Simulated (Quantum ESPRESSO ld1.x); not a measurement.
Species: Sc+. Configuration: [Ar] 3d1 4s0.5 4p0.5 (fractional occupations, a model configuration). All-electron calculation, non-relativistic Kohn-Sham, OLYP, spin-unpolarised, spherical densities, point nucleus. Program: ld1.x of Quantum ESPRESSO 7.5.

Normalised radial functions P(r) = r R(r), r in bohr:

r              3s       4p
0.003711   0.0683   0.0004
0.004285   0.0779   0.0005
0.004989   0.0893   0.0006
0.005762   0.1014   0.0008
0.006654   0.1149   0.0011
0.007746   0.1306   0.0015
0.008946   0.1469   0.0019
0.01033    0.1645   0.0025
0.01203    0.1844   0.0034
0.01389    0.2042   0.0044
0.01604    0.2246   0.0058
0.01868    0.2460   0.0076
0.02157    0.2654   0.0098
0.02491    0.2828   0.0127
0.029      0.2974   0.0164
0.03349    0.3061   0.0209
0.03868    0.3075   0.0265
0.04503    0.2986   0.0336
0.052      0.2778   0.0417
0.06005    0.2424   0.0512
0.06991    0.1871   0.0628
0.08074    0.1164   0.0749
0.09325    0.0281   0.0879
0.1086    -0.0816   0.1018
0.1254    -0.1962   0.1141
0.1448    -0.3130   0.1242
0.1686    -0.4261   0.1306
0.1947    -0.5090   0.1304
0.2248    -0.5524   0.1222
0.2617    -0.5394   0.1028
0.3022    -0.4598   0.0731
0.3491    -0.3107   0.0322
0.4064    -0.0849  -0.0210
0.4693     0.1754  -0.0772
0.542      0.4524  -0.1335
0.631      0.7256  -0.1855
0.7287     0.9291  -0.2193
0.8415     1.0487  -0.2301
0.9797     1.0686  -0.2104
1.131      0.9917  -0.1601
1.307      0.8437  -0.0810
1.521      0.6464   0.0269
1.757      0.4570   0.1425
2.029      0.2936   0.2602
2.362      0.1648   0.3744
2.728      0.0848   0.4612
3.15       0.0385   0.5179
3.667      0.0143   0.5354
4.235      0.0047   0.5070
4.891      0.0013   0.4437
5.694      0.0003   0.3557
6.576      0.0000   0.2661
7.595      0.0000   0.1807
8.842      0.0000   0.1051
10.21      0.0000   0.0541
11.79      0.0000   0.0234
13.73      0.0000   0.0079
15.85      0.0000   0.0023
18.31      0.0000   0.0005
21.32      0.0000   0.0001
24.62      0.0000   0.0000

3s: eigenvalue -62.240 eV, 2 radial nodes at r = 0.0972, 0.427 bohr, <r> = 1.08 bohr, 90 % of the charge inside 1.61 bohr. 4p: eigenvalue -6.319 eV, 2 radial nodes at r = 0.384, 1.47 bohr, <r> = 4.26 bohr, 90 % of the charge inside 6.40 bohr.
